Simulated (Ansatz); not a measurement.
Basis-set extrapolation for H₆O₄SSi₂, SMILES `O[SiH](O)S[SiH](O)O` (PBE0-D4/def2-TZVP geometry, frozen core, the Gaussian-basis code of Ansatz). Multiplicity 1, RHF reference.

|  | def2-TZVPP | def2-QZVPP |
| --- | --- | --- |
| HF | -1278.807995 | -1278.852769 |
| MP2 correlation | -1.374459 | -1.490184 |
| CCSD(T) correlation | -1.464641 | not run |

Energies in hartree. Use E(X) = E(∞) + A·exp(−7.88·√X) for Hartree–Fock and E(X) = E(∞) + B·X^(−2.97) for correlation, with X = 3 and 4, and add CCSD(T) minus MP2 of the smaller set to the MP2 limit.

What is the CCSD(T) energy at the basis-set limit?

HF limit: -1278.852769 + (-0.044774) × 0.13774 = -1278.85894. MP2 limit: -1.490184 + (-0.115725) × 0.74074 = -1.57591. Higher-order term: -1.464641 − (-1.374459) = -0.09018. Total: -1280.52503 hartree, 6.87 eV below CCSD(T)/def2-TZVPP.
